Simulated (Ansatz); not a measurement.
CH₆O₃Si₂, SMILES `O=C(O)O[SiH2][SiH3]`, relaxed with RKS PBE0-D4/def2-TZVP in the Gaussian-basis code of Ansatz from a PBE-D4/def2-SVP geometry. The force threshold is 0.005 eV/Å; the program also tests the step.

Charge 0, multiplicity 1.

Start:

```xyz
12

O    -0.145   -0.544    1.554
C    -0.856    0.438    1.385
O    -1.372    1.186    2.376
O    -1.223    0.920    0.196
Si   -0.677    0.017   -1.198
Si    1.592   -0.567   -0.983
H    -1.053    0.774    3.205
H    -1.571   -1.183   -1.343
H    -0.959    0.982   -2.311
H     2.288    0.473   -0.149
H     1.752   -1.930   -0.379
H     2.226   -0.567   -2.353
```

| step | energy (eV) | largest force (eV/Å) | largest move (Å) |
| --- | --- | --- | --- |
| 1 | -23021.9141 | 1.245 | 0.000 |
| 2 | -23021.9696 | 0.440 | 0.030 |
| 3 | -23021.9791 | 0.139 | 0.024 |
| 4 | -23021.9795 | 0.124 | 0.077 |
| 5 | -23021.9808 | 0.138 | 0.031 |
| 6 | -23021.9815 | 0.051 | 0.010 |
| 7 (rejected) | -23021.9814 | 0.060 | 0.014 |
| 8 | -23021.9817 | 0.020 | 0.007 |
| 9 | -23021.9817 | 0.005 | 0.005 |
| 10 | -23021.9818 | 0.005 | 0.004 |
| 11 | -23021.9818 | 0.003 | 0.003 |

End:

```xyz
12

O    -0.231   -0.585    1.567
C    -0.867    0.425    1.379
O    -1.345    1.205    2.344
O    -1.179    0.907    0.194
Si   -0.664    0.015   -1.165
Si    1.599   -0.558   -0.996
H    -1.081    0.800    3.179
H    -1.546   -1.172   -1.293
H    -0.951    0.959   -2.272
H     2.295    0.453   -0.158
H     1.768   -1.913   -0.419
H     2.202   -0.535   -2.359
```

Run time 20 s (2 threads of an AMD EPYC 7R13 on a shared host and a share of an NVIDIA H100 80 GB); peak host memory 0.87 GiB.
